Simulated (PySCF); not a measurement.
C3H5FSi, SMILES FC=C=C[SiH3]. Atoms are numbered in the order given.

```xyz
10

F      2.6602     0.1393    -0.6516
C      1.6232     0.8989    -0.2886
C      0.5737     0.4289     0.3412
C     -0.5128    -0.0095     0.9270
Si    -2.0018    -0.6236    -0.0430
H      1.7371     1.9531    -0.5596
H     -0.5492    -0.0242     2.0270
H     -3.2072     0.1831     0.3195
H     -2.2785    -2.0510     0.3030
H     -1.7231    -0.4951    -1.5014
```
Charge 0, spin multiplicity 1.

Geometry: PBE0-D3(BJ)/def2-SVP. The structure was generated by enumeration, and PubChem lists no compound with its InChIKey, so it may never have been made.

Two levels are set side by side: PBE/pcSseg-1 (PySCF) and KT2/pcSseg-1 (PySCF). GIAO shifts against CFCl3 (¹⁹F), TMS (²⁹Si), TMS (¹H), TMS (¹³C) at the same level; non-relativistic, no solvent, atoms listed together averaged. Differences are taken from unrounded values.

```json
[
 {"quantity": "δ(¹⁹F) of F1 (ppm)", "PBE": "-214.9"},
 {"quantity": "δ(¹³C) of C2 (ppm)", "PBE": "138.5"},
 {"quantity": "δ(¹³C) of C3 (ppm)", "PBE": "226.4"},
 {"quantity": "δ(¹³C) of C4 (ppm)", "PBE": "104.5"},
 {"quantity": "δ(²⁹Si) of Si5 (ppm)", "PBE": "-70.9"},
 {"quantity": "δ(¹H) of H6 (ppm)", "PBE": "7.77"},
 {"quantity": "δ(¹H) of H7 (ppm)", "PBE": "6.61"}
]
```

Problem. These are the PBE values. What does KT2 give? (Estimate from the structure and the level; the computed values follow.)

Solution. 
```
quantity                 KT2  PBE minus KT2
--------------------  ------  -------------
δ(¹⁹F) of F1 (ppm)    -223.1            8.2
δ(¹³C) of C2 (ppm)     132.1            6.4
δ(¹³C) of C3 (ppm)     214.0           12.3
δ(¹³C) of C4 (ppm)      97.8            6.7
δ(²⁹Si) of Si5 (ppm)   -68.4           -2.5
δ(¹H) of H6 (ppm)       7.77           0.00
δ(¹H) of H7 (ppm)       6.47           0.14
```

Rough cost on one machine, each run with all the roots and properties that it gave: KT2 against PBE within a factor of 2.
